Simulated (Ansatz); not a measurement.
Consider the cleavage of the B–Si bond: `CB[Si]1(N)C=N1` + HI → `CBI` + `N[SiH]1C=N1`.

Calculated with Ansatz (gas phase, PBE0-D4/def2-TZVP geometries, no zero-point term in ΔE). CBS: MP2 limit from def2 TZ/QZ plus the TZ coupled-cluster correction, frozen cores. Functionals use def2-TZVPP. B3LYP here is the variant with VWN-RPA as its local correlation; programs differ in this. Elements past krypton have def2 core potentials. For I outer-core shells are correlated without core-valence functions, which leaves a few kJ/mol of doubt a bond. One conformer a species, not always the lowest.

```csv
level,ΔE (kcal/mol)
PBE0-D4,-18.5
ωB97X-V,-20.3
PBE0,-19.1
B3LYP,-19.1
MP2/def2-TZVPP,-23.6
CCSD/def2-TZVPP,-20.9
CCSD(T)/def2-TZVPP,-20.4
CCSD/CBS(def2),-22.0
```

Problem. What does CCSD(T)/CBS give? (An estimate is asked.)

Solution. The calculation gave: -21.4 kcal/mol. The listed levels differ from it by 2.9, 1.1, 2.3, 2.3, -2.2, 0.5, 1.0, -0.6 kcal/mol.

Largest T1 diagnostic among the species: 0.018.

In def2-TZVPP, CCSD(T) changes the Hartree–Fock value by +4.3 kcal/mol (the triples alone add +0.6 kcal/mol) and MP2 by +1.1 kcal/mol. The D4 term adds +0.8 kcal/mol with B3LYP and +0.6 kcal/mol with PBE0; it sums over pairs of atoms, weighted by their polarisabilities, and B3LYP, whose exchange is more repulsive, gets the larger term.
